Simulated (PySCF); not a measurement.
Input and output of a TDDFT job on `F[C@@H]1[C@@H]2C[C@H](B(Cl)Cl)[C@H]12`.

Theory: TDDFT PBE0/def2-SVPD, vertical, gas phase, core orbitals frozen in the response (PySCF 2.14.0, density-fitted response routines).

Input of the driver that calls PySCF (job settings, then Cartesian coordinates in Å):

```
{"job": {"kind": "uv", "xc": "PBE0", "basis": "def2-SVPD", "nstates": 8, "ntriplets": 3}, "charge": 0, "multiplicity": 1}
F     -1.1178     1.3414    -0.8849
C     -0.2389     0.4728    -1.4667
C     -0.2393    -0.9675    -1.0769
C     -0.6658    -1.0970     0.3795
C      0.5047    -0.1629     0.7956
B      0.1861     1.1980     1.5588
Cl     1.2165     2.5559     1.3542
Cl    -1.1415     1.3124     2.6349
C      0.9116    -0.0620    -0.6827
H     -0.0891     0.7415    -2.5048
H     -0.2876    -1.7591    -1.8064
H     -0.5666    -2.1067     0.7672
H     -1.6632    -0.7204     0.5992
H      1.2589    -0.7296     1.3480
H      1.9276    -0.0086    -1.0369
```

The self-consistent field part of the output:

```
coarse grid: 14576 points
cycle   1  E = -1237.9286275756  dE =  1.464e+00  |g| = 4.616e-01  |ddm| = 6.385e+00
cycle   2  E = -1237.9111061865  dE =  1.752e-02  |g| = 5.857e-01  |ddm| = 1.437e+00
cycle   3  E = -1237.9753913509  dE = -6.429e-02  |g| = 6.022e-02  |ddm| = 7.552e-01
cycle   4  E = -1237.9759569393  dE = -5.656e-04  |g| = 2.513e-02  |ddm| = 1.328e-01
cycle   5  E = -1237.9760765884  dE = -1.196e-04  |g| = 8.559e-03  |ddm| = 4.759e-02
cycle   6  E = -1237.9760929251  dE = -1.634e-05  |g| = 1.558e-03  |ddm| = 2.022e-02
cycle   7  E = -1237.9760934929  dE = -5.677e-07  |g| = 3.477e-04  |ddm| = 4.343e-03
final grid: 134576 points
cycle   8  E = -1238.1137368144  dE = -5.300e-05  |g| = 7.892e-03  |ddm| = 1.791e-01
cycle   9  E = -1238.1137262735  dE =  1.054e-05  |g| = 1.057e-02  |ddm| = 2.877e-02
cycle  10  E = -1238.1137526687  dE = -2.640e-05  |g| = 9.582e-04  |ddm| = 1.609e-02
cycle  11  E = -1238.1137528338  dE = -1.652e-07  |g| = 2.940e-04  |ddm| = 1.925e-03
cycle  12  E = -1238.1137528490  dE = -1.516e-08  |g| = 7.063e-05  |ddm| = 7.135e-04
cycle  13  E = -1238.1137528501  dE = -1.068e-09  |g| = 2.005e-05  |ddm| = 2.445e-04
cycle  14  E = -1238.1137528502  dE = -8.481e-11  |g| = 5.511e-06  |ddm| = 4.683e-05
converged SCF energy = -1238.1137528502
```

Problem. What follows in the output?

Solution. 
```
Static polarisability (au): isotropic 90.818, principal 77.045 96.113 99.295

Singlet excitations
state   eV       nm        f      main configurations
  1   5.5195    224.6   0.00373   H->L 0.95
  2   6.0372    205.4   0.01591   H-1->L 0.91, H-2->L 0.08
  3   6.2046    199.8   0.00386   H-2->L 0.88, H-1->L 0.09
  4   6.5666    188.8   0.00387   H-3->L 0.90
  5   7.1585    173.2   0.00475   H->L+1 0.93
  6   7.2943    170.0   0.12159   H-4->L 0.93
  7   7.4040    167.5   0.00109   H-1->L+1 0.88, H-1->L+2 0.08
  8   7.4664    166.1   0.03547   H-5->L 0.90

Triplet excitations (Tamm-Dancoff, eV): 5.1362 5.9102 6.0368
```

The SCF starts on a coarse grid; the energy jumps when the final grid takes over, and dE counts afresh there. The run used 245 basis functions and 14 SCF iterations for the ground state.

The run took 62 s on one thread of an Arm Neoverse V2 (shared host).

Problem. What transition dipole does the oscillator strength of state 6, the strongest, imply?

Solution. From f = (2/3)·ΔE·|μ|² in atomic units, ΔE = 0.2681 Eh and f = 0.1216 give |μ| = 0.82 au (2.10 D).

Geometry: GFN2-xTB, one conformer, isolated molecule.
